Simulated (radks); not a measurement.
Results of a calculation; reference values are marked as such.
Question: These are the eigenvalues of the occupied orbitals of an atom or ion with whole-number occupations (eV). Level of theory: Dirac Kohn-Sham, revPBE, spin-unpolarised, spherical densities, point nucleus (a radial shooting solver on a logarithmic mesh with Libxc functionals).

| orbital | eigenvalue |
|---|---|
| 1s1/2 | -45640.33 |
| 2s1/2 | -10178.49 |
| 2p1/2 | -9901.800 |
| 2p3/2 | -9386.358 |
| 3s1/2 | -4161.406 |
| 3p1/2 | -4061.160 |
| 3p3/2 | -3923.577 |

Which element is it, and in what charge state? The configuration may be excited. Open shells, if any, are shared by 2j + 1.

Answer: Z = 59, praseodymium, charge +48: Pr48+ in [He] 2s2 2p4 3s1 3p2. The list shows which subshells hold electrons but not how many an open one holds; the 1s level, -1677.3 hartree, gives Z - s = 57.9 by -(Z - s)^2/2, which with screening and relativity narrows Z to a few neighbours, and the depths of the outer levels then fix element, charge and occupations together.
